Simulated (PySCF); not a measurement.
Geometry (Å), atoms numbered from 1 in this order:
```xyz
21

Si   -0.013   -0.022    0.010
O     0.147   -0.036    1.643
C     0.967   -0.904    2.380
H     0.520   -1.910    2.457
H     1.082   -0.502    3.398
H     1.966   -1.003    1.925
O     1.490   -0.261   -0.609
C     1.773   -0.540   -1.953
H     1.111   -1.327   -2.353
H     2.815   -0.885   -2.032
H     1.662    0.359   -2.585
O    -0.716    1.409   -0.385
C    -0.398    2.656    0.171
H    -0.294    2.598    1.268
H    -1.203    3.367   -0.068
H     0.545    3.054   -0.245
O    -0.973   -1.198   -0.615
C    -2.375   -1.202   -0.586
H    -2.758   -1.447    0.420
H    -2.742   -1.968   -1.286
H    -2.791   -0.225   -0.885
```

[PySCF 2.14: NMR shieldings at KT2/pcSseg-1/GIAO; PBE0-D3(BJ)/def2-SVP geometry; relativity neglected; gas phase; equivalent nuclei averaged; single conformer]

Shifts are taken against calculated references (same method and geometry level): TMS for ¹³C (σ = 183.22 ppm), ¹H (σ = 31.18 ppm), ²⁹Si (σ = 361.05 ppm); H2O for ¹⁷O (σ = 330.66 ppm).

```tsv
atoms	nucleus	count	δ (ppm)
C3/C8/C13/C18	¹³C	4	53.8
H4/H5/H6/H9/H10/H11/H14/H15/H16/H19/H20/H21	¹H	12	?
O2/O7/O12/O17	¹⁷O	4	26.9
Si1	²⁹Si	1	?
```

Complete the table.

## Answers


- H4/H5/H6/H9/H10/H11/H14/H15/H16/H19/H20/H21: 3.67 ppm, hydrogen on a carbon bonded to O
- Si1: -80.5 ppm, silicon bonded to 4 O

Shifts are as computed. Against solution values, carbons near 30 ppm lie about +2 ppm off and those near 130 ppm about -5 ppm (rms about the fit 1.2 ppm; single classes can miss by 10 ppm). Of 1328 compounds with measured shifts, 309 miss one by over three times the rms of a fit or turn the order of signals round; such compounds aren't used in these exercises. Signals without a measured value on file couldn't be tested in this way. Experimental scales use liquid or dissolved standards, which lie at an offset from isolated H2O (liquid H2O: subtract about 36 ppm).
